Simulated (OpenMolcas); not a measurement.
4d⁴ along the 40-electron sequence

* Program: OpenMolcas
* Method: RASSCF
* Basis: ANO-RCC-VQZP
* Scalar Hamiltonian: DKH2, point nucleus
* Spin-orbit coupling: RASSI with atomic mean-field integrals over the reference wave functions, term energies averaged over their components

Active space for each ion: 10 electrons in 8 orbitals (RAS1 4p, at most 2 holes; RAS2 4d).

Computed levels in cm-1 above ⁵D₀:

```json
{"Level": "⁵D₁", "Ru4+": "486", "Rh5+": "669", "Pd6+": "906", "Ag7+": "1223"}
{"Level": "⁵D₂", "Ru4+": "1309", "Rh5+": "1756", "Pd6+": "2314", "Ag7+": "3021"}
{"Level": "⁵D₃", "Ru4+": "2346", "Rh5+": "3080", "Pd6+": "3972", "Ag7+": "5060"}
{"Level": "⁵D₄", "Ru4+": "3520", "Rh5+": "4546", "Pd6+": "5762", "Ag7+": "7201"}
{"Level": "³P₀(1)", "Ru4+": "17835", "Rh5+": "19376", "Pd6+": "20925", "Ag7+": "22356"}
{"Level": "³P₁(1)", "Ru4+": "20317", "Rh5+": "22593", "Pd6+": "24986", "Ag7+": "27389"}
{"Level": "³H₄", "Ru4+": "21444", "Rh5+": "23520", "Pd6+": "25583", "Ag7+": "27499"}
{"Level": "³H₅", "Ru4+": "22754", "Rh5+": "25306", "Pd6+": "27937", "Ag7+": "30541"}
{"Level": "³F₂(1)", "Ru4+": "23005", "Rh5+": "25540", "Pd6+": "28147", "Ag7+": "30690"}
{"Level": "weight of ⁵D in the lowest level (%)", "Ru4+": "97", "Rh5+": "96", "Pd6+": "95", "Ag7+": "93"}
```

Mixed levels, with the weight of the term that names them: Ru4+ ³H₄ (74 %), Rh5+ ³H₄ (70 %), Pd6+ ³H₄ (67 %), Ag7+ ³H₄ (64 %).

Measured, with the error of the calculation in %. Measured levels: Ag7+ from Atoms 5, 11 (2017), spectra Ag VII to Ag IX.

```tsv
Level	Ag7+
⁵D₁	1340 (-8.7)
⁵D₂	3212 (-5.9)
⁵D₃	5292 (-4.4)
⁵D₄	7443 (-3.3)
³P₀(1)	21309 (+4.9)
³P₁(1)	26526 (+3.3)
³H₄	23302 (+18.0)
³H₅	26250 (+16.3)
```

The fine-structure level ⁵D₄ changes by a factor of 2.05 from Ru4+ to Ag7+. Its fourth root runs 7.70, 8.21, 8.71, 9.21, with steps per unit of Z of 0.51, 0.50, 0.50; equal steps would mean a (Z - σ)^4 law with constant σ.

³P₀(1) changes by a factor of 1.25 over the same range, with steps per unit of Z of +1540, +1550, +1430 cm-1.

Without dynamic correlation excited terms often stand tens of per cent too high (terms of higher spin than the ground term too low), and those without a measured partner can miss by more than the paired ones. Active for correlation alone: 4p; no level in the range computed is led by a configuration that opens it, so any true level of that kind is missing. Computed and measured levels are paired by configuration, term and J; levels that our copy of the source lacks, or whose pairing is in doubt (as where it misses far off the trend of its configuration), stay unpaired and out of the deviations. Only configurations of the active space appear.

A number in round brackets counts repeated terms of one configuration in the order of the reference energies.
